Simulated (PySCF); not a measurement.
A structure optimised at PBE0-D3(BJ)/def2-TZVP, used in a PySCF frequency run:

```xyz
3

Te     0.0326    -1.3426     0.0000
H     -1.6223    -1.4670     0.0000
I     -0.0014     1.3449     0.0000
```
Charge 0, spin multiplicity 1.

Question: Write its SMILES, formula and point group.

Answer: [TeH]I, HITe, Cs

Question: What are its rotational constants (standard atomic weights)?

Answer: 184.30, 1.0945, 1.0881 GHz
